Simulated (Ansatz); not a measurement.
**singlet Mg: levels of theory in one basis**

A single Mg atom.

Basis set: def2-SVP (spherical functions). Correlated methods keep 1 orbital frozen. Charge 0, multiplicity 1.

Computed with Ansatz (development build ahead of 0.2.0); each method stands on the lowest determinant of its kind that the runs found.

```csv
method,E − E(RHF) (eV),<S²> of the determinant
RHF,0.00,0.00
RHF-CCSD,-1.02,–
RHF-CCSD(T),-1.03,–
RHF-CCSDT,-1.03,–
RHF-CCSDT(Q),-1.03,–
```

(1) What does RHF-MP2 give on the same scale?

(2) Is a single determinant a sound starting point here?

Results:

(1) -0.71 eV.

(2) By this sign, yes. Unrestricted orbitals gain 0.00 eV and <S²> is 0.00 against 0.00 for a pure state.
